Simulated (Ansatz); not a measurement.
Single points on Cd₄S₅.

```yaml
crystal:
  periodic: [false, false, false]
  atoms:
    - {symbol: Cd, position_ang: [-1.719164, -0.845394, -1.126982]}
    - {symbol: Cd, position_ang: [0.953542, 3.305122, 1.883347]}
    - {symbol: Cd, position_ang: [-0.366971, 0.666100, 1.703832]}
    - {symbol: Cd, position_ang: [0.677413, -2.113961, -0.114590]}
    - {symbol: S, position_ang: [1.203909, 1.370187, -1.133371]}
    - {symbol: S, position_ang: [-0.439912, -2.614111, -2.233939]}
    - {symbol: S, position_ang: [-1.416677, -1.509804, 1.462252]}
    - {symbol: S, position_ang: [-0.881038, 1.630354, -0.826457]}
    - {symbol: S, position_ang: [1.988887, 0.111488, 0.385898]}
basis:
  gaussian: {orbitals: def2-TZVP, initial_orbitals: start.molden}
hamiltonian: {xc: r2scan, dispersion: d4}
scf: {omitted_lower_state_checks: [starts]}
output: {orbitals: {seedname: orbitals}}
```

The file start.molden holds the orbitals of an earlier run on this structure, at another level or in another basis.

```sh
$ ansatz run in.yaml --threads 4 --pin off --events-out ev --progress --plain --max-ram 4787MiB
```

Output, abridged:

```
Functional definition: r2SCAN
2781 factors; their error is unknown
mean field evaluation 1: about -72447.3932 eV, gradient 1.3e1 eV
mean field evaluation 2: about -72447.5331 eV, gradient 2.7e-1 eV
mean field evaluation 4: about -72447.4943 eV, gradient 5.0e-3 eV
mean field -72447.49434457 eV, -2662.3963104877 hartree, gradient 4.0e-5 eV, S^2 0.000000; 0 other end points of the search recorded, 0 dependent functions left out
reference -72447.49436040 eV, -2662.3963110693 hartree; 80, 80 occupied and 265, 265 virtual orbitals, 2781 factors
Total energy: -72447.71254106 eV, -2662.4043290608 hartree
Checks for a lower state left out: starts
```

It took 27 s on 4 threads of Intel Xeon on a shared host, peak host memory 1 GiB.

The first input with `gaussian: {orbitals: def2-SVP, initial_orbitals: start.molden}`, `hamiltonian: {xc: pbe, dispersion: d4}` (abridged; 7 s):

```
Functional definition: PBE
mean field -72398.91841977 eV, -2660.6111781772 hartree, gradient 2.4e-5 eV, S^2 0.000000
Total energy: -72399.87360170 eV, -2660.6462804657 hartree
Checks for a lower state left out: starts
```

As the first input, with `gaussian: {orbitals: def2-SVP, initial_orbitals: start.molden}`, `hamiltonian: {xc: pbe}`, `correlation: {method: rpa}` and without the key `output` (abridged; 21 s):

```
Functional definition: PBE
mean field -72398.91846049 eV, -2660.6111796737 hartree, gradient 3.0e-6 eV, S^2 0.000000
25 core orbitals not correlated: weight in the atoms' cores, before any rotation towards them, 1.000 or more for the frozen orbitals, at most 0.000 for the correlated occupied ones
Total energy: -72310.66263595 eV, -2657.3678379437 hartree
Checks for a lower state left out: starts
```

The first input with `hamiltonian: {xc: {name: BHLYP}, dispersion: d4}` (abridged; 40 s):

```
Functional definition: BHLYP
the host lacks memory for fits, so the integrals are decomposed
mean field -72433.53586796 eV, -2661.8833459334 hartree, gradient 1.6e-5 eV, S^2 0.000000
Total energy: -72435.11011780 eV, -2661.9411985480 hartree
Checks for a lower state left out: starts
```

First input, but with `gaussian: {orbitals: def2-SVP, initial_orbitals: start.molden}`, `correlation: {method: mp2}` and without the key `hamiltonian` (abridged; 16 s):

```
Functional definition: HF
mean field -72232.74129315 eV, -2654.5042814129 hartree, gradient 2.6e-6 eV, S^2 0.000000
25 core orbitals not correlated: weight in the atoms' cores, before any rotation towards them, 1.000 or more for the frozen orbitals, at most 0.000 for the correlated occupied ones
second order -57.87229184 eV of doubles, -0.00000000 eV of singles
Total energy: -72290.61358500 eV, -2656.6310489109 hartree
Checks for a lower state left out: starts
```

First input, but with `hamiltonian: {xc: pbe, dispersion: d4}`, `output: {forces: true, orbitals: {seedname: orbitals}}` (abridged; 18 s):

```
Functional definition: PBE
mean field -72422.21940052 eV, -2661.4674734256 hartree, gradient 2.6e-5 eV, S^2 0.000000
Total energy: -72423.17457845 eV, -2661.5025755671 hartree
Atom 0 force     0.115423    -0.012884     0.033361 eV/Å
Atom 1 force     0.002235     0.027625     0.029265 eV/Å
Atom 2 force    -0.004208    -0.127067    -0.150015 eV/Å
Atom 3 force    -0.071483     0.086247    -0.045509 eV/Å
Atom 4 force    -0.302566    -0.235420     0.420348 eV/Å
Atom 5 force    -0.010192     0.100000     0.149565 eV/Å
Atom 6 force     0.069087     0.088054    -0.053179 eV/Å
Atom 7 force     0.435928    -0.140431    -0.050256 eV/Å
Atom 8 force    -0.234222     0.213876    -0.333581 eV/Å
Dipole moment:     0.196995     1.009501     0.798722 e Å
Checks for a lower state left out: starts
```

First input, but with `gaussian: {orbitals: def2-SVP, initial_orbitals: start.molden}`, `hamiltonian: {xc: pbe0, dispersion: d4}` (abridged; 15 s):

```
Functional definition: PBE0
mean field -72401.97332637 eV, -2660.7234439241 hartree, gradient 4.2e-5 eV, S^2 0.000000
Total energy: -72402.81596671 eV, -2660.7544103853 hartree
Checks for a lower state left out: starts
```

Geometry: PBE-D4/def2-SVP.

In the def2 sets Cd takes a core potential; there is no spin–orbit coupling. Correlated methods freeze 25 core orbitals; core or outer-core shells of Cd are correlated, in sets that lack core-valence functions. Another isomer (singlet) lies 1.59 eV lower at PBE0-D4/def2-TZVP; other spin states weren't run for this one.
